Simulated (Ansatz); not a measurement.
Relaxation of CH5BOSe (9 atoms, charge 0, multiplicity 1), to a largest force component of 0.015 eV/Å in at most 40 steps.

These are results of Ansatz 0.2.0, RKS BHLYP-D4/def2-mTZVP, not measurements.

```xyz
9
Properties=species:S:1:pos:R:3:forces:R:3
C 0.341 0.719 -0.854 -1.53 1.15 -0.71
B -0.164 -0.503 -0.020 2.83 -1.24 -0.47
O 0.706 -1.638 0.125 0.45 2.52 2.64
Se -1.906 -0.523 0.834 -1.00 0.53 1.77
H 0.284 1.658 -0.236 0.08 -0.94 -0.63
H -0.409 0.928 -1.714 1.36 -0.35 1.37
H 1.344 0.609 -1.256 -0.23 -0.01 0.02
H 1.294 -1.422 0.953 -1.63 -1.03 -2.63
H -1.402 0.125 2.152 -0.33 -0.64 -1.38
```

**Question.** Where does it end, and by what steps?

**Answer.** The forces met the threshold. The force dipped under the threshold on the way, but the program's further checks kept it going. After 27 steps the energy has fallen by 1.522 eV; H9 moved furthest, 1.29 Å.

```
step  energy less start (eV)  largest force component (eV/Å)  accepted
   0                  0.0000                           2.825       yes
   1                 -0.3824                           1.797       yes
   2                 -0.5326                           1.110       yes
   3                 -0.6813                           1.105       yes
   4                 -0.9250                           1.577       yes
   5                 -1.0930                           1.149       yes
   6                 -1.2172                           1.181       yes
   7                 -1.3434                           0.608       yes
   8                 -1.4400                           0.425       yes
   9                 -1.4945                           0.338       yes
  10                 -1.5133                           0.296       yes
  11                 -1.5173                           0.381       yes
  12                 -1.5202                           0.035       yes
  13                 -1.5206                           0.022       yes
  14                 -1.5208                           0.034       yes
  15                 -1.5210                           0.031       yes
  16                 -1.5212                           0.043       yes
  17                 -1.5213                           0.051       yes
  18                 -1.5214                           0.046       yes
  19                 -1.5216                           0.030       yes
  20                 -1.5217                           0.015       yes
  21                 -1.5218                           0.015       yes
  22                 -1.5217                           0.041        no
  23                 -1.5218                           0.009       yes
  24                 -1.5218                           0.035        no
  25                 -1.5219                           0.012       yes
  26                 -1.5211                           0.096        no
  27                 -1.5219                           0.010       yes
```

```xyz
9
Properties=species:S:1:pos:R:3
C 0.348 0.673 -0.938
B -0.138 -0.201 0.267
O 0.687 -1.017 0.959
Se -2.008 -0.114 0.830
H 1.037 1.440 -0.589
H -0.451 1.178 -1.467
H 0.892 0.072 -1.664
H 1.589 -1.022 0.643
H -1.868 -1.057 1.943
```

Whether the end is a true minimum wasn't checked by a vibrational analysis.

Time of the run: 95 s on 2 threads of Arm Neoverse V1, on a shared host, peak memory 0.26 GiB.
